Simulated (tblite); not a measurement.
C₅H₈F₃Si (doublet state).
Geometry (GFN2-xTB, Å), atoms numbered from 1 in this order:
```
atom  x, y, z in Å
C1     2.9951    0.1313    0.3385
C2     1.9063   -0.5879   -0.4123
C3     0.6386   -0.5541   -0.1447
Si4   -0.8213    0.0138    0.7895
C5    -1.5307    1.5672   -0.0906
F6    -0.6218    2.6054   -0.0196
C7    -2.1670   -1.3743    0.5660
F8    -1.9057   -2.4303    1.3869
F9    -3.3977   -0.9118    0.9348
H10    2.5769    0.7070    1.1582
H11    3.5171    0.8000   -0.3435
H12    3.7102   -0.5930    0.7243
H13    2.2717   -1.1720   -1.2541
H14   -0.7328    0.2592    2.2336
H15   -1.7223    1.4040   -1.1545
H16   -2.4497    1.9324    0.3746
H17   -2.2739   -1.7850   -0.4475
```

Structure optimised with GFN2-xTB, isolated species. This method treats the open shell by occupation alone, without spin polarisation.

Masses are those of the commonest isotopes; rigid-rotor values at the optimised geometry. The values belong to one conformer with, in the numbering `[CH3:1]/[CH:2]=[C:3]\[Si@@H:4]([CH2:5][F:6])[CH:7]([F:8])[F:9]`, C2–C3–Si4–C5 91°, C3–Si4–C5–F6 -65°, C3–Si4–C7–F8 78°.

(1) Give the principal moments of inertia and the rotational constants in GHz.

(2) Classify the top.

(3) What does the inertial defect say?

(4) Give the other two planar moments, Paa and Pbb, and the rms extents of the mass along the axes.

(5) List the rotational levels J(Ka,Kc) to J = 4 (MHz).

(6) Estimate the classical rotational partition function at 25 K, 200 K and 500 K.

Answers

(1) Ia = 325.34, Ib = 616.42, Ic = 885.21 u·Å²; 505379 MHz·u·Å²/I gives 1553, 819.9 and 570.9 MHz, that is A = 1.5534, B = 0.8199, C = 0.5709 GHz.

(2) An asymmetric top. Ray's parameter κ = (2B − A − C)/(A − C) = -0.493; −1 is the prolate and +1 the oblate limit.

(3) Not planar: Δ = Ic − Ia − Ib = -56.55 u·Å². For a rigid frame Δ = −2 Σ m c², so Σ m c² = 28.28 u·Å² lies off the ab plane: 11.69 from hydrogen and 16.59 from heavier atoms. The atom farthest from that plane is 1.80 Å away.

(4) Paa = Σ m a² = (Ib + Ic − Ia)/2 = 588.15 and Pbb = Σ m b² = (Ia + Ic − Ib)/2 = 297.06 u·Å². With the mass M = 153.03 u, the rms extents √(P/M) along a, b and c are 1.96, 1.39, 0.43 Å.

(5) Above 0(0,0):
J = 1: 1(0,1) 1391, 1(1,1) 2124, 1(1,0) 2373
J = 2: 2(0,2) 4119, 2(1,2) 4657, 2(1,1) 5404, 2(2,1) 7604, 2(2,0) 7658
J = 3: 3(0,3) 8092, 3(1,3) 8425, 3(1,2) 9912, 3(2,2) 11777, 3(2,1) 12029, 3(3,1) 16097, 3(3,0) 16104
J = 4: 4(0,4) 13225, 4(1,4) 13402, 4(1,3) 15842, 4(2,3) 17298, 4(2,2) 17980, 4(3,2) 21748, 4(3,1) 21798, 4(4,1) 27678, 4(4,0) 27679
The levels of one J sum to (2J + 1)J(J + 1)(A + B + C)/3.

(6) Point group C1, symmetry number σ = 1; q = (√π/σ)·√((kT/h)³/(ABC)), k/h = 20836.6 MHz/K: 24700 at 25 K, 559000 at 200 K, 2210000 at 500 K.

For this open shell read J as N, the rotation without spin; fine and hyperfine splittings come on top. Its lowest GFN2-xTB frequency is 9 cm⁻¹, too small to tell a flat minimum from a shallow saddle. Constants of a rigid frame at the computed geometry: no zero-point averaging, no centrifugal distortion.
